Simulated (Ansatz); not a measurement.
These are B3LYP-D3(BJ)/def2-TZVP (Ansatz, an electronic-structure program) values and carry that method's errors. No frequencies were computed at this level.

Ansatz 0.2 input:
```yaml
crystal:
  periodic: [false, false, false]
  atoms:
    - { symbol: C, position_ang: [-0.941571, -0.108738, 0.041095] }
    - { symbol: Ga, position_ang: [1.061663, 0.126039, -0.047268] }
    - { symbol: H, position_ang: [-1.314489, -0.650054, -0.833771] }
    - { symbol: H, position_ang: [-1.447271, 0.861539, 0.082687] }
    - { symbol: H, position_ang: [-1.233754, -0.68134, 0.926514] }
    - { symbol: H, position_ang: [2.082599, -1.072747, -0.183086] }
    - { symbol: H, position_ang: [1.792823, 1.5253, 0.01383] }
basis:
  gaussian: { orbitals: def2-tzvp }
hamiltonian:
  xc: b3lyp
  dispersion: d3bj
relax:
  max_steps: 150
```

Output:

```
Functional definition: B3LYP
803 factors; their error is unknown
mean field evaluation 1: about -53490.4132 eV, gradient 6.1e1 eV
mean field evaluation 2: about -53482.9992 eV, gradient 7.8e1 eV
mean field evaluation 4: about -53497.9350 eV, gradient 2.4e0 eV
mean field evaluation 8: about -53498.0824 eV, gradient 4.7e-2 eV
mean field -53498.08239105 eV, -1966.0182655683 hartree, gradient 5.2e-5 eV, S^2 0.000000; 0 other end points of the search recorded, 0 dependent functions left out
reference -53498.08263890 eV, -1966.0182746766 hartree; 21, 21 occupied and 88, 88 virtual orbitals, 803 factors
relax step   1: F+E_penalty+E_count = -53498.23273512 eV  Δ(F+E_penalty+E_count) = +0.000e0 eV  max|allowed force component| = 2.682e-1 eV/Å  Δτ_max = 0.0000 Å  (24 SCF iters, accepted)
these checks for a lower state are left out or cut short: starts, cluster_reference, orbital_swaps, neighbouring_geometries, increment
803 factors; their error is unknown
mean field evaluation 16: about -53497.9721 eV, gradient 2.4e-2 eV
mean field -53498.11308575 eV, -1966.0193935779 hartree, gradient 9.1e-6 eV, S^2 0.000000; 0 other end points of the search recorded, 0 dependent functions left out
reference -53498.11333230 eV, -1966.0194026383 hartree; 21, 21 occupied and 88, 88 virtual orbitals, 803 factors
relax step   2: F+E_penalty+E_count = -53498.26513219 eV  Δ(F+E_penalty+E_count) = -3.240e-2 eV  max|allowed force component| = 1.290e-1 eV/Å  Δτ_max = 0.1219 Å  (27 SCF iters, accepted)
these checks for a lower state are left out or cut short: starts, cluster_reference, orbital_swaps, neighbouring_geometries, increment
803 factors; their error is unknown
mean field -53498.11639878 eV, -1966.0195153294 hartree, gradient 8.5e-6 eV, S^2 0.000000; 0 other end points of the search recorded, 0 dependent functions left out
reference -53498.11664544 eV, -1966.0195243942 hartree; 21, 21 occupied and 88, 88 virtual orbitals, 803 factors
relax step   3: F+E_penalty+E_count = -53498.26843311 eV  Δ(F+E_penalty+E_count) = -3.301e-3 eV  max|allowed force component| = 5.506e-2 eV/Å  Δτ_max = 0.0239 Å  (30 SCF iters, accepted)
these checks for a lower state are left out or cut short: starts, cluster_reference, orbital_swaps, neighbouring_geometries, increment
803 factors; their error is unknown
mean field evaluation 32: about -53498.1167 eV, gradient 5.7e-5 eV
mean field -53498.11669256 eV, -1966.0195261256 hartree, gradient 8.5e-6 eV, S^2 0.000000; 0 other end points of the search recorded, 0 dependent functions left out
reference -53498.11693918 eV, -1966.0195351889 hartree; 21, 21 occupied and 88, 88 virtual orbitals, 803 factors
relax step   4: F+E_penalty+E_count = -53498.26878421 eV  Δ(F+E_penalty+E_count) = -3.511e-4 eV  max|allowed force component| = 1.380e-2 eV/Å  Δτ_max = 0.0072 Å  (30 SCF iters, accepted)
these checks for a lower state are left out or cut short: starts, cluster_reference, orbital_swaps, neighbouring_geometries, increment
803 factors; their error is unknown
mean field -53498.11672646 eV, -1966.0195273714 hartree, gradient 8.5e-6 eV, S^2 0.000000; 0 other end points of the search recorded, 0 dependent functions left out
reference -53498.11697308 eV, -1966.0195364346 hartree; 21, 21 occupied and 88, 88 virtual orbitals, 803 factors
relax step   5: F+E_penalty+E_count = -53498.26882183 eV  Δ(F+E_penalty+E_count) = -3.762e-5 eV  max|allowed force component| = 2.305e-3 eV/Å  Δτ_max = 0.0044 Å  (30 SCF iters, accepted)
803 factors; their error is unknown
mean field -53498.11672646 eV, -1966.0195273714 hartree, gradient 1.5e-5 eV, S^2 0.000000; 1 other end points of the search recorded, 0 dependent functions left out
reference -53498.11697308 eV, -1966.0195364346 hartree; 21, 21 occupied and 88, 88 virtual orbitals, 803 factors
Total energy: -53498.26906845 eV, -1966.0251258365 hartree
Atom 0 at    -0.906259    -0.090845     0.037617 Å, force    -0.000790    -0.001799     0.000363 eV/Å
Atom 1 at     1.058366     0.135444    -0.046833 Å, force     0.000428    -0.002305    -0.000176 eV/Å
Atom 2 at    -1.255747    -0.650895    -0.833020 Å, force     0.000658     0.000904     0.000691 eV/Å
Atom 3 at    -1.435742     0.859751     0.082036 Å, force    -0.000216    -0.000285    -0.000004 eV/Å
Atom 4 at    -1.169933    -0.680383     0.919664 Å, force     0.000772     0.001254    -0.001101 eV/Å
Atom 5 at     1.983593    -1.133675    -0.181007 Å, force    -0.001357     0.001831     0.000186 eV/Å
Atom 6 at     1.725723     1.560602     0.021544 Å, force     0.000506     0.000399     0.000041 eV/Å
Dipole moment:    -0.138688    -0.015773     0.006107 e Å
```

Cost: very roughly 17 core-seconds.
